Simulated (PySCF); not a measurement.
Species: 4-methylbenzoic acid, C8H8O2.
SMILES with atom numbers: `[CH3:1][c:2]1[cH:3][cH:4][c:5]([C:6](=[O:7])[OH:8])[cH:9][cH:10]1` (hydrogens: H11, H12, H13 on C1; H14 on C3; H15 on C4; H16 on O8; H17 on C9; H18 on C10)

A GFN2-xTB structure was refined with PBE0-D3(BJ)/def2-SVP geometry optimisation, gas phase in PySCF. Its GFN2-xTB values:

```tsv
coordinate	GFN2-xTB
C1–C2	1.496 Å
C1–H11	1.090 Å
C2–C3	1.392 Å
C3–C4	1.379 Å
C3–H14	1.081 Å
C4–C5	1.394 Å
C4–H15	1.079 Å
C5–C6	1.475 Å
C6=O7	1.207 Å
C6–O8	1.345 Å
O8–H16	0.970 Å
C1–C2–C3	120.5°
C2–C3–C4	120.7°
C3–C2–C10	118.8°
C4–C5–C6	118.5°
C5–C6–O7	124.8°
C5–C6–O8	113.7°
C6–C5–C9	121.9°
O7–C6–O8	121.6°
```

Q: How do these coordinates change at the PBE0-D3(BJ)/def2-SVP level?

A: 
```json
{"coordinate": "C4–H15", "PBE0-D3(BJ)/def2-SVP (Å or °)": "1.092", "change": "+0.013"}
{"coordinate": "C1–H11", "PBE0-D3(BJ)/def2-SVP (Å or °)": "1.103", "change": "+0.013"}
{"coordinate": "C3–H14", "PBE0-D3(BJ)/def2-SVP (Å or °)": "1.093", "change": "+0.012"}
{"coordinate": "C2–C3", "PBE0-D3(BJ)/def2-SVP (Å or °)": "1.402", "change": "+0.010"}
{"coordinate": "C3–C4", "PBE0-D3(BJ)/def2-SVP (Å or °)": "1.389", "change": "+0.010"}
{"coordinate": "C5–C6", "PBE0-D3(BJ)/def2-SVP (Å or °)": "1.483", "change": "+0.008"}
{"coordinate": "C4–C5", "PBE0-D3(BJ)/def2-SVP (Å or °)": "1.398", "change": "+0.004"}
{"coordinate": "C1–C2", "PBE0-D3(BJ)/def2-SVP (Å or °)": "1.500", "change": "+0.004"}
{"coordinate": "C6–O8", "PBE0-D3(BJ)/def2-SVP (Å or °)": "1.342", "change": "-0.003"}
{"coordinate": "C6=O7", "PBE0-D3(BJ)/def2-SVP (Å or °)": "1.206", "change": "-0.001"}
{"coordinate": "O8–H16", "PBE0-D3(BJ)/def2-SVP (Å or °)": "0.969", "change": "-0.001"}
{"coordinate": "O7–C6–O8", "PBE0-D3(BJ)/def2-SVP (Å or °)": "122.2", "change": "+0.6"}
{"coordinate": "C3–C2–C10", "PBE0-D3(BJ)/def2-SVP (Å or °)": "118.3", "change": "-0.5"}
{"coordinate": "C5–C6–O8", "PBE0-D3(BJ)/def2-SVP (Å or °)": "113.2", "change": "-0.5"}
{"coordinate": "C1–C2–C3", "PBE0-D3(BJ)/def2-SVP (Å or °)": "120.9", "change": "+0.4"}
{"coordinate": "C6–C5–C9", "PBE0-D3(BJ)/def2-SVP (Å or °)": "122.4", "change": "+0.5"}
{"coordinate": "C2–C3–C4", "PBE0-D3(BJ)/def2-SVP (Å or °)": "121.0", "change": "+0.3"}
{"coordinate": "C4–C5–C6", "PBE0-D3(BJ)/def2-SVP (Å or °)": "118.2", "change": "-0.3"}
{"coordinate": "C5–C6–O7", "PBE0-D3(BJ)/def2-SVP (Å or °)": "124.6", "change": "-0.2"}
```

The energy falls by 1.0 kcal/mol over 8 energy and gradient evaluations, the largest force component goes from 0.0133 to 2.3e-04 Eh/bohr, and the atoms move by 0.025 Å rms after alignment. Among the bonds, C1–H11, C1–H12, C1–H13, C3–H14, C4–H15, C9–H17 and C10–H18 change most and about equally (+0.012 to +0.013 Å). Bonds longer at the end by more than 0.005 Å: 13 of 18; shorter: 0. Rotational constants go from 3842, 796.3, 662.3 to 3819, 788.2, 656.0 MHz.

The run used 180 basis functions and 62 SCF cycles in all. Hardware: Arm Neoverse V2, one thread, no GPU, shared host with 32 logical CPUs at a one-minute load of 12. Cost: 1.8 min wall, 0.83 GiB resident at most.

No frequency check. The numbers are those of one conformer.

Shape of the structure used: `[CH3:1][c:2]1[cH:3][cH:4][c:5]([C:6](=[O:7])[OH:8])[cH:9][cH:10]1`: C4–C5–C6–O7 0°, H–O8–C6–C5 180°.
